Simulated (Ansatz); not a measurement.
Relaxation of CH6OZn (9 atoms, charge 0, multiplicity 1), to a largest force component of 0.03 eV/Å in at most 50 steps.

All numbers below come from RKS B3LYP/def2-SVP in Ansatz 0.2.0.

```xyz
9
Properties=species:S:1:pos:R:3
Zn 1.080 0.010 -0.453
O -0.332 0.290 2.159
H -0.564 -0.589 2.492
C 0.009 0.019 -2.085
H 0.032 -0.964 -2.586
H -1.044 0.258 -1.860
H 0.380 0.769 -2.803
H 2.016 -0.030 0.806
H 0.649 0.233 2.045
```

Problem. Where does it end, and by what steps?

Solution. The forces met the threshold. The force dipped under the threshold on the way, but the program's further checks kept it going. After 25 steps the energy has fallen by 0.222 eV; H3 moved furthest, 1.12 Å.

| step | energy less start (eV) | largest force component (eV/Å) | accepted |
| --- | --- | --- | --- |
| 0 | 0.0000 | 0.752 | yes |
| 1 | 0.0008 | 1.696 | no |
| 2 | -0.0346 | 0.558 | yes |
| 3 | -0.0649 | 0.581 | yes |
| 4 | -0.1007 | 0.513 | yes |
| 5 | -0.1160 | 1.279 | yes |
| 6 | -0.1558 | 0.605 | yes |
| 7 | -0.1846 | 0.206 | yes |
| 8 | -0.1832 | 0.502 | no |
| 9 | -0.1947 | 0.178 | yes |
| 10 | -0.2038 | 0.099 | yes |
| 11 | -0.2134 | 0.076 | yes |
| 12 | -0.2164 | 0.055 | yes |
| 13 | -0.2175 | 0.010 | yes |
| 14 | -0.2151 | 0.292 | no |
| 15 | -0.2181 | 0.132 | yes |
| 16 | -0.2106 | 0.660 | no |
| 17 | -0.2189 | 0.022 | yes |
| 18 | -0.2193 | 0.069 | yes |
| 19 | -0.2194 | 0.145 | yes |
| 20 | -0.2203 | 0.070 | yes |
| 21 | -0.2210 | 0.006 | yes |
| 22 | -0.2217 | 0.060 | yes |
| 23 | -0.2202 | 0.217 | no |
| 24 | -0.2182 | 0.164 | no |
| 25 | -0.2220 | 0.009 | yes |

```xyz
9
Properties=species:S:1:pos:R:3
Zn 1.294 0.228 -0.288
O -0.086 0.047 1.501
H -0.926 -0.428 1.440
C -0.038 0.027 -1.731
H -0.368 -1.022 -1.839
H -0.942 0.632 -1.535
H 0.356 0.340 -2.712
H 2.619 0.388 0.538
H 0.317 -0.217 2.340
```

Time of the run: 46 s on 2 threads of Arm Neoverse V2, on a shared host, peak memory 0.17 GiB.
